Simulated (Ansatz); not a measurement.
Species: GeHSI, charge 0, singlet. GeHSI (SMILES [SH][Ge][I]).
B3LYP-D3(BJ)/def2-TZVP minimum from Ansatz (an electronic-structure program):
```
Ge
S 1 2.2512
H 2 1.3474 1 93.51
I 1 2.5903 2 96.45 3 -180.00
```
Charge 0, spin multiplicity 1.

Property: atomisation energy (electronic, to ground-state atoms), in kJ/mol. Open shells are spin-unrestricted; no spin-orbit coupling. Correlated methods leave the cores frozen (noble-gas shells, and filled d and f shells in the p block). Past Kr the def2 sets carry scalar-relativistic core potentials. CBS(X,Y): correlation extrapolated as X^-3, Hartree-Fock from the larger set. A bracket is a step between two methods taken in the basis named. Where a partner has so few electrons that a lower coupled-cluster level is exact, that level stands in. Spin-orbit terms, left out, reach several kcal/mol for Br and I, and more for heavier atoms.

CCSD(T)/CBS(def2-TZVPP,def2-QZVPP) + [CCSDT(Q) - CCSD(T)]/def2-TZVPP (Ansatz) gives 1002.5 kJ/mol.

Task: What does PBE/def2-TZVPD (Ansatz) give here, and how do the other levels compare?

Result: PBE gives 1033.6 kJ/mol, 31.1 kJ/mol above it. Differences of the others: r2SCAN/def2-TZVPD (Ansatz) 16.1; B3LYP/def2-TZVPD (Ansatz) -22.0; PBE0/def2-TZVPD (Ansatz) -3.7; B2PLYP/def2-TZVPD (Ansatz) -26.6; CCSD(T)/CBS(def2-TZVPP,def2-QZVPP) (Ansatz) -2.0 kJ/mol.
